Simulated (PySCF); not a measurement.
Computed with UPBE0/[Ni def2-TZVPD, O def2-TZVPD], no relativity, density fitting, PySCF.

```xyz
3
charge -1 multiplicity 4, angstrom
Ni    0.0000    0.0000    0.0000
O     0.0000    0.0000    1.6528
O     0.0000    0.0000   -1.6528
```

NiO₂⁻ (quartet), along the line from Ni1 (at 0) through O2 (at 1.653 Å).

**Question.** Tabulate the fields along this line at -0.50, -0.41, -0.33, -0.25, -0.17, -0.08, 0.08, 0.17, 0.25, 0.33, 0.41, 0.50, 0.58, 0.66, 0.74, 0.83, 0.91, 0.99, 1.07, 1.16, 1.24, 1.32, 1.40, 1.49, 1.57, 1.74, 1.82, 1.90, 1.98, 2.07, 2.15, 2.23, 2.31, 2.40, 2.48, 2.56, 2.64 Å.

**Answer.** 
```csv
distance (Å),electron density (e/Å³),spin density (e/Å³),electron localisation function,electrostatic potential (V)
-0.50,7.39,1.38,0.61,74.5
-0.41,14.4,2.81,0.723,126
-0.33,25.6,5.27,0.691,228
-0.25,38.1,8.11,0.314,442
-0.17,106,8.06,0.325,950
-0.08,824,2.39,0.75,2820
0.08,824,2.39,0.75,2820
0.17,106,8.06,0.325,950
0.25,38.1,8.11,0.314,442
0.33,25.6,5.27,0.691,228
0.41,14.4,2.81,0.723,126
0.50,7.39,1.38,0.61,74.5
0.58,3.78,0.619,0.406,46.4
0.66,2.13,0.246,0.218,29.9
0.74,1.48,0.0762,0.158,20
0.83,1.34,0.0011,0.233,14.2
0.91,1.49,-0.0302,0.465,11.7
0.99,1.88,-0.038,0.71,12.6
1.07,2.52,-0.0301,0.819,17.8
1.16,3.42,-0.00794,0.836,29.4
1.24,4.62,0.032,0.783,51.5
1.32,6.05,0.0928,0.565,92.1
1.40,8.2,0.166,0.162,170
1.49,22.1,0.229,0.256,342
1.57,183,0.278,0.993,925
1.74,181,0.17,0.992,924
1.82,22.2,0.266,0.24,340
1.90,8.55,0.264,0.19,167
1.98,6.21,0.2,0.631,88.7
2.07,4.52,0.131,0.828,47.3
2.15,3.14,0.0806,0.879,24.1
2.23,2.11,0.0483,0.89,10.8
2.31,1.4,0.0287,0.886,2.94
2.40,0.919,0.0171,0.873,-1.65
2.48,0.605,0.0102,0.849,-4.34
2.56,0.403,0.0062,0.816,-5.87
2.64,0.272,0.00373,0.772,-6.71
```

On a grid of 0.08 Å the density has a local minimum along the bond near 0.83 Å from Ni, at 1.34 e/Å³, where the ELF is 0.23.

Other spin states or occupations of the open shell can lie lower. The lowest empty level of this anion is unbound, so it and the gap depend on the basis.
